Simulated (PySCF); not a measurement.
C₄H₃BCl₂O.
SMILES: `O=C1C=C[C@@H]1B(Cl)Cl`

Torsions of this conformer, `[O:1]=[C:2]1[CH:3]=[CH:4][C@@H:5]1[B:6]([Cl:7])[Cl:8]`: C4–C5–B6–Cl7 -13°.

The closed-shell ground state was solved at several levels (PySCF, density fitting, gas phase, non-relativistic). One conformer (not necessarily the lowest) at the GFN2-xTB geometry, without solvent, vibrations or thermal averaging.

```
            level  basis functions  total energy (Eh)  HOMO (eV)  LUMO (eV)  gap (eV)  dipole (D)
wB97X-D/def2-SVPD              201         -1174.1933      -9.60      -0.25      9.35        3.56
   PBE0/def2-SVPD              201         -1173.6916      -7.74      -2.09      5.65        3.49
```

(1) Estimate the row for PBE0/pcSseg-1, a basis of 165 functions; the other rows only guide the guess.

(2) Over all these levels, which gives the widest orbital gap and which the narrowest?

(3) How far do the dipole and the HOMO energy spread over the levels?

Answers

(1) Total energy -1174.0700 Eh, HOMO -7.73 eV, LUMO -2.03 eV, gap 5.70 eV, dipole 3.37 D.

(2) wB97X-D/def2-SVPD (range-separated hybrid) has the widest, 9.35 eV, and PBE0/def2-SVPD (global hybrid, 25 % exact exchange) the narrowest, 5.65 eV. The two share the basis. From the narrowest to the widest the HOMO moves by -1.86 eV and the LUMO by +1.84 eV.

(3) The dipole runs from 3.37 to 3.56 D (mean 3.47 D) and the HOMO from -9.60 to -7.73 eV.

The pairwise dispersion term of wB97X-D wasn't added to the energies; at a given geometry it leaves orbitals and properties as they are.
